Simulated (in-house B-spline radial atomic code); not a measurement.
How numerical settings move a run on Rb, [Kr] 5s1. Computed with a B-spline radial code for spherical atoms: non-relativistic LDA VWN5, spherical fractional occupations, point nucleus.

Command:
```bash
python run_scf.py task.json out
```
Settings of the sound reference run:
```
Z                37
electrons        37
configuration    [Kr] 5s1
hamiltonian      nr
method           lda,vwn
spin_polarised   False
knot_spacing     0.22
spline_order     8
gauss_points     12
box_radius       50
max_iterations   70
damping          0.5
damped_steps     3
diis_vectors     10
tolerance        1e-08
start            Thomas-Fermi
```

Run time, properties included: 0.25 s on 1 thread of Arm Neoverse N1, with other jobs on the host.

It converges in 9 iterations to -2936.337293 hartree, with 5s at -2.32317 eV. The other runs change the listed settings, some to values that make no sense; their results aren't properties of the atom or ion. Radii are in bohr (the nuclear one in fm), a minus after a letter asks for a j subshell, and «unchanged» means within 1e-8 hartree. The run stops when the residual is below 10 × tolerance × max(1, Z/10), or a noise floor if that is larger, and the energy moves by less than 1e-8 × √|E| hartree; so very loose and very tight tolerances often act alike.

```tsv
changed settings	outcome
start = bare nucleus	converged in 12 iterations, energy unchanged, 5s level -2.4e-06 eV
electrons = 40, configuration = [Kr] 5s1 6s3, max_iterations = 100	stopped with error: shell 6s holds at most 2 electrons
knot_spacing = 0.55, box_radius = 3, max_iterations = 3, tolerance = 0.001	not converged after 3 iterations, last residual 4.4e-02, last energy +2.60e+00 hartree from the reference
damping = 0.95	converged in 11 iterations, energy unchanged, 5s level -3.3e-06 eV
box_radius = 100, max_iterations = 5, diis_vectors = 1, start = bare nucleus	not converged after 5 iterations, last residual 1.6e-01, last energy +1.48e+00 hartree from the reference
spline_order = 6	converged in 9 iterations, energy +1.70e-06 hartree from the reference
damping = 0.2	converged in 9 iterations, energy unchanged, 5s level +5.0e-06 eV
spline_order = 3	converged in 9 iterations, energy +7.33e-02 hartree from the reference, 5s level +6.4e-04 eV
damping = 0	converged in 10 iterations, energy unchanged, 5s level -1.8e-06 eV
first_knot = 0.00027, max_iterations = 100, damped_steps = 0	converged in 7 iterations, energy unchanged, 5s level +2.2e-05 eV
spline_order = 5	converged in 9 iterations, energy +3.56e-05 hartree from the reference, 5s level +5.1e-07 eV
electrons = 39, configuration = [Kr] 5s3, max_iterations = 100	stopped with error: shell 5s holds at most 2 electrons
```

Task: What happens with max_iterations = 60, damped_steps = 30, diis_vectors = 20, tolerance = 1e-10, start = bare nucleus?

Result: Converged in 25 iterations, energy unchanged, 5s level -4.9e-07 eV.

Task: What happens with spline_order = 4?

Result: Converged in 9 iterations, energy +1.19e-03 hartree from the reference, 5s level +1.4e-05 eV.

Task: What happens with spline_order = 7?

Result: Converged in 9 iterations, energy +1.22e-07 hartree from the reference.

Task: What happens with hamiltonian = dirac, method = hf, nucleus = fermi, rms_radius = 4.2036, mass_number = 85, atomic_mass = 84.91179, speed_of_light = 27.76349?

Result: Stopped with error: Z/c is past the critical charge.
